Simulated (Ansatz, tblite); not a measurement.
Spin states of Cu₂S⁺ (the lowest doublet isomer of a short search), each relaxed with PBE0-D4/def2-TZVP in Ansatz. Electronic energies in the gas phase.

The xTB rows come from tblite. B3LYP takes the VWN-RPA correlation. HSE06 is defined as in plane-wave codes, on full-range PBE exchange. Correlated methods freeze 23 core orbitals. The structure comes from a short search, and lower isomers may exist.

Doublet geometry (C2v within 0.1 Å):

| atom | x (Å) | y (Å) | z (Å) |
| --- | --- | --- | --- |
| Cu1 | 0.6883 | 1.2836 | -0.8302 |
| Cu2 | 0.0059 | -1.6441 | 0.3276 |
| S3 | -0.6942 | 0.3605 | 0.5025 |

Quartet geometry (Cs within 0.1 Å):

```xyz
3

Cu    0.251   -0.359   -1.802
Cu    0.579    0.173    1.846
S    -0.829    0.185   -0.044
```

⟨S²⟩: doublet 0.76 at PBE0-D4/def2-TZVP (pure 0.75), quartet 3.76 at PBE0-D4/def2-TZVP (pure 3.75).

Run but left out: HF/STO-3G (doublet: ⟨S²⟩ 3.05, where a pure state has 0.75).

Only these spin states were relaxed. Higher spins weren't run and may lie lower.

Second-order perturbation terms are unreliable where d shells bring near-degenerate states, and here MP2/def2-TZVP, MP2/def2-TZVPP lie more than 0.4 eV from the median of the functionals without such a term.

```
              level  quartet − doublet (kcal/mol)  lowest of these
           GFN1-xTB                          80.9          doublet
           GFN2-xTB                         118.2          doublet
       HF/def2-TZVP                          20.1          doublet
      HF/def2-TZVPP                          18.5          doublet
   PBE-D4/def2-TZVP                          62.0          doublet
  BLYP-D4/def2-TZVP                          59.1          doublet
r2SCAN-D4/def2-TZVP                          62.3          doublet
   B97M-V/def2-TZVP                          61.9          doublet
 B3LYP-D4/def2-TZVP                          66.4          doublet
  PBE0-D4/def2-TZVP                          67.6          doublet
 HSE06-D4/def2-TZVP                          67.6          doublet
  ωB97M-V/def2-TZVP                          74.6          doublet
  RPA@PBE/def2-TZVP                          58.3          doublet
      MP2/def2-TZVP                          92.8          doublet
     MP2/def2-TZVPP                          96.2          doublet
    CCSD/def2-TZVPP                          66.5          doublet
 CCSD(T)/def2-TZVPP                          71.6          doublet
```

Change of the quartet − doublet gap on mixing in exact exchange, in kcal/mol: PBE to PBE0 (25 % exact exchange) 5.6; BLYP to B3LYP (20 % exact exchange) 7.2.

The xTB methods have no spin-polarisation term.
